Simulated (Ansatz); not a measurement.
# Molecular dynamics of Ba16H

Input:

```yaml
accuracy: low
crystal:
  lattice:
    - [10.04, 0.0, 0.0]
    - [0.0, 10.04, 0.0]
    - [0.0, 0.0, 10.04]
  atoms:
    - { symbol: Ba, position: [-0.00711414, 0.00960667, -0.00039181] }
    - { symbol: Ba, position: [0.51037776, -0.00701631, -0.00024472] }
    - { symbol: Ba, position: [-0.00717958, 0.49100687, -0.00039592] }
    - { symbol: Ba, position: [0.00394736, 0.02152432, 0.4997366] }
    - { symbol: Ba, position: [0.26339292, 0.25031669, 0.23971092] }
    - { symbol: Ba, position: [0.5104585, 0.50762684, -0.00024614] }
    - { symbol: Ba, position: [0.48660329, -0.009571, 0.49962811] }
    - { symbol: Ba, position: [0.74761477, 0.25032762, 0.27215012] }
    - { symbol: Ba, position: [0.00374489, 0.47893562, 0.49973168] }
    - { symbol: Ba, position: [0.24065815, 0.75024709, 0.2413887] }
    - { symbol: Ba, position: [0.26351811, 0.25031559, 0.75961913] }
    - { symbol: Ba, position: [0.48658549, 0.51025284, 0.49963152] }
    - { symbol: Ba, position: [0.75732171, 0.75035498, 0.25900116] }
    - { symbol: Ba, position: [0.7474207, 0.2503202, 0.72725689] }
    - { symbol: Ba, position: [0.24080409, 0.75024966, 0.75797691] }
    - { symbol: Ba, position: [0.75719259, 0.75035556, 0.74036031] }
    - { symbol: H, position: [0.87741857, 0.25026817, 0.49939255] }
basis:
  ecutwfc: 420.0
kpoints:
  mp_grid: { grid: [2, 2, 2] }
hamiltonian:
  xc: pbe
  dispersion: d3bj
scf:
  occupations: { method: fermi_dirac, width: 0.15 }
  lower_state_search: "off"
md:
  timestep: 0.5
  n_steps: 150
  ensemble: nve
  temperature: 1200.0
  initial_velocities: maxwell_boltzmann
  seed: 247319
```

Run as:

```bash
$ ansatz run input.yaml --threads 4 --pin off --max-ram 10240MiB --backend cpu --events-out ev --progress --plain --runs-dir out
```

It starts from a relaxed structure.

Output, in part (step lines):

```
md step     0: t =     0.00 fs  T =  1200.0 K  F+E_penalty+E_count = -95213.15422946 eV  E_kin = 2.481792 eV  conserved = -95210.67243748 eV  (7 SCF iters)
md step     1: t =     0.50 fs  T =  1199.9 K  F+E_penalty+E_count = -95213.15400508 eV  E_kin = 2.481568 eV  conserved = -95210.67243725 eV  (5 SCF iters)
md step     2: t =     1.00 fs  T =  1199.6 K  F+E_penalty+E_count = -95213.15350459 eV  E_kin = 2.481068 eV  conserved = -95210.67243690 eV  (5 SCF iters)
md step     3: t =     1.50 fs  T =  1199.3 K  F+E_penalty+E_count = -95213.15273450 eV  E_kin = 2.480298 eV  conserved = -95210.67243645 eV  (5 SCF iters)
md step     4: t =     2.00 fs  T =  1198.8 K  F+E_penalty+E_count = -95213.15170402 eV  E_kin = 2.479268 eV  conserved = -95210.67243593 eV  (5 SCF iters)
md step     5: t =     2.50 fs  T =  1198.2 K  F+E_penalty+E_count = -95213.15042479 eV  E_kin = 2.477990 eV  conserved = -95210.67243518 eV  (2 SCF iters)
md step     6: t =     3.00 fs  T =  1197.4 K  F+E_penalty+E_count = -95213.14891067 eV  E_kin = 2.476477 eV  conserved = -95210.67243410 eV  (2 SCF iters)
md step     7: t =     3.50 fs  T =  1196.6 K  F+E_penalty+E_count = -95213.14717751 eV  E_kin = 2.474745 eV  conserved = -95210.67243291 eV  (3 SCF iters)
[... lines left out ...]
md step   149: t =    74.50 fs  T =   733.1 K  F+E_penalty+E_count = -95212.18862427 eV  E_kin = 1.516214 eV  conserved = -95210.67241077 eV  (2 SCF iters)
md step   150: t =    75.00 fs  T =   729.3 K  F+E_penalty+E_count = -95212.18073366 eV  E_kin = 1.508321 eV  conserved = -95210.67241268 eV  (5 SCF iters)
```

The steps, from the saved trajectory:

```json
{"time (fs)": "0", "T (K)": "1200", "potential energy less start (eV)": "0.000", "conserved less start (meV/atom)": "0.00"}
{"time (fs)": "2.5", "T (K)": "1198", "potential energy less start (eV)": "0.004", "conserved less start (meV/atom)": "0.00"}
{"time (fs)": "5", "T (K)": "1194", "potential energy less start (eV)": "0.013", "conserved less start (meV/atom)": "0.00"}
{"time (fs)": "7.5", "T (K)": "1187", "potential energy less start (eV)": "0.026", "conserved less start (meV/atom)": "0.00"}
{"time (fs)": "10", "T (K)": "1180", "potential energy less start (eV)": "0.041", "conserved less start (meV/atom)": "0.00"}
{"time (fs)": "12.5", "T (K)": "1174", "potential energy less start (eV)": "0.054", "conserved less start (meV/atom)": "0.00"}
{"time (fs)": "15", "T (K)": "1168", "potential energy less start (eV)": "0.067", "conserved less start (meV/atom)": "0.00"}
{"time (fs)": "17.5", "T (K)": "1162", "potential energy less start (eV)": "0.080", "conserved less start (meV/atom)": "0.00"}
{"time (fs)": "20", "T (K)": "1154", "potential energy less start (eV)": "0.095", "conserved less start (meV/atom)": "0.00"}
{"time (fs)": "22.5", "T (K)": "1144", "potential energy less start (eV)": "0.115", "conserved less start (meV/atom)": "0.00"}
{"time (fs)": "25", "T (K)": "1132", "potential energy less start (eV)": "0.142", "conserved less start (meV/atom)": "0.00"}
{"time (fs)": "27.5", "T (K)": "1116", "potential energy less start (eV)": "0.174", "conserved less start (meV/atom)": "0.00"}
{"time (fs)": "30", "T (K)": "1098", "potential energy less start (eV)": "0.210", "conserved less start (meV/atom)": "0.00"}
{"time (fs)": "32.5", "T (K)": "1081", "potential energy less start (eV)": "0.247", "conserved less start (meV/atom)": "0.00"}
{"time (fs)": "35", "T (K)": "1065", "potential energy less start (eV)": "0.280", "conserved less start (meV/atom)": "0.00"}
{"time (fs)": "37.5", "T (K)": "1050", "potential energy less start (eV)": "0.310", "conserved less start (meV/atom)": "0.00"}
{"time (fs)": "40", "T (K)": "1035", "potential energy less start (eV)": "0.341", "conserved less start (meV/atom)": "0.00"}
{"time (fs)": "42.5", "T (K)": "1018", "potential energy less start (eV)": "0.377", "conserved less start (meV/atom)": "0.00"}
{"time (fs)": "45", "T (K)": "997", "potential energy less start (eV)": "0.420", "conserved less start (meV/atom)": "0.00"}
{"time (fs)": "47.5", "T (K)": "974", "potential energy less start (eV)": "0.468", "conserved less start (meV/atom)": "0.00"}
{"time (fs)": "50", "T (K)": "950", "potential energy less start (eV)": "0.517", "conserved less start (meV/atom)": "0.00"}
{"time (fs)": "52.5", "T (K)": "928", "potential energy less start (eV)": "0.562", "conserved less start (meV/atom)": "0.00"}
{"time (fs)": "55", "T (K)": "908", "potential energy less start (eV)": "0.603", "conserved less start (meV/atom)": "0.00"}
{"time (fs)": "57.5", "T (K)": "889", "potential energy less start (eV)": "0.642", "conserved less start (meV/atom)": "0.00"}
{"time (fs)": "60", "T (K)": "870", "potential energy less start (eV)": "0.683", "conserved less start (meV/atom)": "0.00"}
{"time (fs)": "62.5", "T (K)": "847", "potential energy less start (eV)": "0.729", "conserved less start (meV/atom)": "0.00"}
{"time (fs)": "65", "T (K)": "823", "potential energy less start (eV)": "0.780", "conserved less start (meV/atom)": "0.00"}
{"time (fs)": "67.5", "T (K)": "797", "potential energy less start (eV)": "0.833", "conserved less start (meV/atom)": "0.00"}
{"time (fs)": "70", "T (K)": "772", "potential energy less start (eV)": "0.885", "conserved less start (meV/atom)": "0.00"}
{"time (fs)": "72.5", "T (K)": "749", "potential energy less start (eV)": "0.932", "conserved less start (meV/atom)": "0.00"}
{"time (fs)": "75", "T (K)": "729", "potential energy less start (eV)": "0.973", "conserved less start (meV/atom)": "0.00"}
```

The run went to its last step. The conserved energy stayed within 0.0019 meV per atom of its start (net change 0.0014 meV per atom), so the integration is sound. A run of 0.075 ps of so small a system gives no equilibrium averages. Limits of this set-up: coarse k mesh, odd electron count without spin, a small cell, in which the defect meets its images, a typed lattice constant that wasn't relaxed here, low accuracy level.

Mean squared displacements from the first frame to the last, about the centre of mass: Ba 0.10 Å², H 0.07 Å².

Last frame:

```xyz
17
Lattice="10.0400 0.0000 0.0000 0.0000 10.0400 0.0000 0.0000 0.0000 10.0400" Properties=species:S:1:pos:R:3
Ba 0.297 0.103 0.196
Ba 4.792 -0.015 0.002
Ba -0.010 5.231 -0.011
Ba -0.133 0.407 4.972
Ba 2.543 2.763 2.317
Ba 4.930 5.287 -0.064
Ba 4.887 -0.278 4.996
Ba 7.404 2.290 2.811
Ba -0.188 4.716 4.779
Ba 2.319 7.574 2.633
Ba 2.630 2.349 7.542
Ba 4.733 4.959 5.206
Ba 7.788 7.122 2.576
Ba 7.798 2.749 7.471
Ba 2.442 7.559 7.544
Ba 8.063 7.471 7.219
H 8.585 2.509 5.146
```

Run time: 18 min on 4 threads of Intel(R) Xeon(R) Platinum 8488C (Sapphire Rapids) (shared host), peak memory 3.6 GiB.
